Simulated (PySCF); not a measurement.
F2Mg, triplet, geometry from GFN2-xTB (such geometries of metal compounds can be far from the true shape) (a higher spin typed on purpose: for a closed-shell molecule this is an excited state); M062X/STO-3G (PySCF).

PySCF was given this input:
```python
from pyscf import gto, scf, dft

mol = gto.M(
    atom='''
Mg    0.000000    0.000000    0.000000
F     0.000000    0.000000    1.864751
F    -0.000000   -0.000000   -1.864751
''',
    basis='sto-3g',
    charge=0,
    spin=2,
    verbose=4,
)

mf = dft.UKS(mol)
mf.xc = 'm062x'
mf.DIIS = scf.EDIIS
mf.kernel()
```

It wrote (shortened):

```
PySCF version 2.14.0

[INPUT] verbose = 4
[INPUT] num. atoms = 3
[INPUT] num. electrons = 30
[INPUT] charge = 0
[INPUT] spin (= nelec alpha-beta = 2S) = 2
[INPUT] symmetry False subgroup None
[INPUT] Mole.unit = angstrom
[INPUT] Symbol           X                Y                Z      unit          X                Y                Z       unit  Magmom
[...]
nuclear repulsion = 72.7893185744263
number of shells = 11
number of NR pGTOs = 57
number of NR cGTOs = 19
basis = sto-3g
ecp = {}

******** <class 'pyscf.dft.uks.UKS'> ********
method = UKS
initial guess = minao
damping factor = 0
level_shift factor = 0
DIIS = <class 'pyscf.scf.diis.EDIIS'>
diis_start_cycle = 1
diis_space = 8
diis_damp = 0
SCF conv_tol = 1e-09
SCF conv_tol_grad = None
SCF max_cycles = 50
direct_scf = True
direct_scf_tol = 1e-13
number electrons alpha = 16  beta = 14
XC library pyscf.dft.libxc version 7.1.2
    S. Lehtola, C. Steigemann, M. J. T. Oliveira, and M. A. L. Marques,  SoftwareX 7, 1–5 (2018)
XC functionals = m062x
    Y. Zhao and D. G. Truhlar,  Theor. Chem. Acc. 120, 215 (2008)
    Y. Zhao and D. G. Truhlar,  Theor. Chem. Acc. 120, 215 (2008)
radial grids:
    Treutler-Ahlrichs [JCP 102, 346 (1995); DOI:10.1063/1.469408] (M4) radial grids

becke partition: Becke, JCP 88, 2547 (1988); DOI:10.1063/1.454033
pruning grids: <function nwchem_prune>
grids dens level: 3
symmetrized grids: False
atomic radii adjust function: <function treutler_atomic_radii_adjust>
small_rho_cutoff = 0
Set gradient conv threshold to 3.16228e-05
tot grids = 47104
init E= -393.851759745839

cycle= 1 E= -394.119358303749  delta_E= -0.268  |g|= 0.172  |ddm|= 1.72
cycle= 2 E= -394.150298494456  delta_E= -0.0309  |g|= 0.0674  |ddm|= 0.479

cycle= 3 E= -394.153621401053  delta_E= -0.00332  |g|= 0.0163  |ddm|= 0.126

cycle= 4 E= -394.153780425344  delta_E= -0.000159  |g|= 0.00145  |ddm|= 0.0212

cycle= 5 E= -394.153781890049  delta_E= -1.46e-06  |g|= 0.000992  |ddm|= 0.00122

cycle= 6 E= -394.153783259245  delta_E= -1.37e-06  |g|= 0.000315  |ddm|= 0.00214

cycle= 7 E= -394.153783427097  delta_E= -1.68e-07  |g|= 0.000115  |ddm|= 0.000764

cycle= 8 E= -394.15378343847  delta_E= -1.14e-08  |g|= 9.75e-05  |ddm|= 0.000101

cycle= 9 E= -394.153783450875  delta_E= -1.24e-08  |g|= 7.81e-05  |ddm|= 0.000128

cycle= 10 E= -394.153783458204  delta_E= -7.33e-09  |g|= 6.79e-05  |ddm|= 8.74e-05

cycle= 11 E= -394.15378346377  delta_E= -5.57e-09  |g|= 6.12e-05  |ddm|= 7.24e-05

[...]

cycle= 23 E= -394.153783509215  delta_E= -3.45e-09  |g|= 4.39e-05  |ddm|= 5.63e-05

cycle= 24 E= -394.153783512857  delta_E= -3.64e-09  |g|= 4.39e-05  |ddm|= 5.96e-05

cycle= 25 E= -394.153783516457  delta_E= -3.6e-09  |g|= 4.38e-05  |ddm|= 5.89e-05

cycle= 26 E= -394.153783520019  delta_E= -3.56e-09  |g|= 4.38e-05  |ddm|= 5.83e-05

cycle= 27 E= -394.153783523571  delta_E= -3.55e-09  |g|= 4.38e-05  |ddm|= 5.82e-05

cycle= 28 E= -394.153783527127  delta_E= -3.56e-09  |g|= 4.38e-05  |ddm|= 5.83e-05

cycle= 29 E= -394.153783530692  delta_E= -3.57e-09  |g|= 4.37e-05  |ddm|= 5.84e-05

cycle= 30 E= -394.153783534259  delta_E= -3.57e-09  |g|= 4.37e-05  |ddm|= 5.85e-05

cycle= 31 E= -394.153783537814  delta_E= -3.55e-09  |g|= 4.37e-05  |ddm|= 5.83e-05

cycle= 32 E= -394.153783541382  delta_E= -3.57e-09  |g|= 4.37e-05  |ddm|= 5.85e-05

cycle= 33 E= -394.153783544942  delta_E= -3.56e-09  |g|= 4.37e-05  |ddm|= 5.84e-05

cycle= 34 E= -394.153783548498  delta_E= -3.56e-09  |g|= 4.37e-05  |ddm|= 5.83e-05

cycle= 35 E= -394.153783552054  delta_E= -3.56e-09  |g|= 4.37e-05  |ddm|= 5.83e-05

cycle= 36 E= -394.153783555611  delta_E= -3.56e-09  |g|= 4.37e-05  |ddm|= 5.83e-05

cycle= 37 E= -394.153783559167  delta_E= -3.56e-09  |g|= 4.37e-05  |ddm|= 5.84e-05

cycle= 38 E= -394.153783562724  delta_E= -3.56e-09  |g|= 4.37e-05  |ddm|= 5.83e-05

cycle= 39 E= -394.153783566278  delta_E= -3.55e-09  |g|= 4.37e-05  |ddm|= 5.83e-05

cycle= 40 E= -394.153783569833  delta_E= -3.55e-09  |g|= 4.37e-05  |ddm|= 5.83e-05

cycle= 41 E= -394.153783573386  delta_E= -3.55e-09  |g|= 4.37e-05  |ddm|= 5.83e-05

cycle= 42 E= -394.153783576939  delta_E= -3.55e-09  |g|= 4.37e-05  |ddm|= 5.83e-05

cycle= 43 E= -394.15378358049  delta_E= -3.55e-09  |g|= 4.37e-05  |ddm|= 5.83e-05

cycle= 44 E= -394.153783584041  delta_E= -3.55e-09  |g|= 4.37e-05  |ddm|= 5.83e-05

cycle= 45 E= -394.153783587592  delta_E= -3.55e-09  |g|= 4.37e-05  |ddm|= 5.83e-05

cycle= 46 E= -394.153783591142  delta_E= -3.55e-09  |g|= 4.37e-05  |ddm|= 5.83e-05

cycle= 47 E= -394.153783594691  delta_E= -3.55e-09  |g|= 4.37e-05  |ddm|= 5.83e-05

cycle= 48 E= -394.15378359824  delta_E= -3.55e-09  |g|= 4.36e-05  |ddm|= 5.83e-05

cycle= 49 E= -394.153783601787  delta_E= -3.55e-09  |g|= 4.36e-05  |ddm|= 5.83e-05

cycle= 50 E= -394.153783605334  delta_E= -3.55e-09  |g|= 4.36e-05  |ddm|= 5.83e-05
SCF not converged.
SCF energy = -394.153783605334 after 50 cycles  <S^2> = 2.0083427  2S+1 = 3.0055567
```

Convergence was not reached.
